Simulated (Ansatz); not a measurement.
Relaxation of AlF3H4OSi (10 atoms, charge 0, multiplicity 1), to a largest force component of 0.03 eV/Å in at most 50 steps.

Method: RKS PBE-D4/6-31G* (Ansatz 0.2.0).

```xyz
10
Properties=species:S:1:pos:R:3
Al 0.053 -0.392 -0.433
F -0.013 -0.019 2.411
F 1.476 0.322 -0.887
F -1.412 0.251 -0.869
O 0.099 -1.959 0.359
Si -0.705 -3.339 -0.156
H 0.220 -4.516 -0.085
H -1.910 -3.607 0.697
H -1.155 -3.158 -1.580
H 0.084 -0.950 2.320
```

Question: Where does it end, and by what steps?

Answer: The forces met the threshold. The force dipped under the threshold on the way, but the program's further checks kept it going. After 34 steps the energy has fallen by 1.531 eV; H10 moved furthest, 1.80 Å. Parted: F2–H10 (0.94 → 2.97 Å). Joined: Al1–F2 (2.87 → 1.67 Å), O5–H10 (2.20 → 0.98 Å).

```csv
step,energy less start (eV),largest force component (eV/Å),accepted
0,0.0000,0.946,yes
2,-0.5089,0.813,yes
4,-0.7271,0.390,yes
6,-0.8189,0.361,yes
8,-1.0872,1.377,yes
10,-1.2232,0.799,yes
12,-1.3855,0.221,yes
14,-1.4594,0.434,yes
16,-1.4824,1.270,yes
18,-1.5121,0.170,yes
20,-1.5263,0.059,yes
22,-1.5281,0.047,yes
24,-1.5288,0.122,yes
26,-1.5292,0.091,yes
28,-1.5300,0.021,yes
30,-1.5302,0.051,yes
32,-1.5305,0.031,yes
34,-1.5306,0.019,yes
```

```xyz
10
Properties=species:S:1:pos:R:3
Al -0.042 -0.117 0.234
F -0.281 0.457 1.784
F 1.205 0.564 -0.638
F -1.411 -0.587 -0.649
O 0.386 -1.978 0.523
Si -0.810 -3.107 -0.107
H -0.256 -4.415 0.379
H -2.150 -2.889 0.499
H -0.757 -3.044 -1.588
H 0.852 -2.251 1.339
```

Time of the run: 81 s on 2 threads of Intel(R) Xeon(R) CPU @ 2.60GHz (Ice Lake) (shared host), peak memory 0.17 GiB.
